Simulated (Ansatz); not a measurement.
Molecule: ZrH2 (charge 0, triplet). The spin state was set by rule; other spins were not relaxed. 
Geometry from a B3LYP-D3(BJ)/def2-TZVP (Ansatz, a quantum-chemistry and plane-wave program) optimisation:
```
Zr
H 1 1.8655
H 1 1.8655 2 119.28
```
Charge 0, spin multiplicity 3.

Wanted: atomisation energy (electronic, to ground-state atoms), in eV. Cores are frozen in the correlated levels unless marked. Open shells are spin-unrestricted. Spin-orbit coupling is left out. The frozen core is the preceding noble-gas configuration, with the filled d and f shells of earlier blocks. Past Kr the def2 sets carry scalar-relativistic core potentials. STO-3G rows are all-electron and non-relativistic. The coupled-cluster limit lacks core correlation, which all-electron functionals hold. CBS(X,Y): correlation extrapolated as X^-3; Hartree-Fock from the larger set.

```json
[
 {"level": "BLYP/def2-TZVPD", "program": "Ansatz", "atomisation energy (eV)": "5.94"},
 {"level": "PBE0/STO-3G", "program": "Ansatz", "atomisation energy (eV)": "8.45"},
 {"level": "PBE0/def2-TZVPD", "program": "Ansatz", "atomisation energy (eV)": "5.87"},
 {"level": "PBE0/def2-QZVPP", "program": "Ansatz", "atomisation energy (eV)": "5.93"}
]
```

### Question
Predict the CCSD(T)/CBS(def2-TZVPPD,def2-QZVPPD) result (Ansatz).

### Answer
5.72 eV
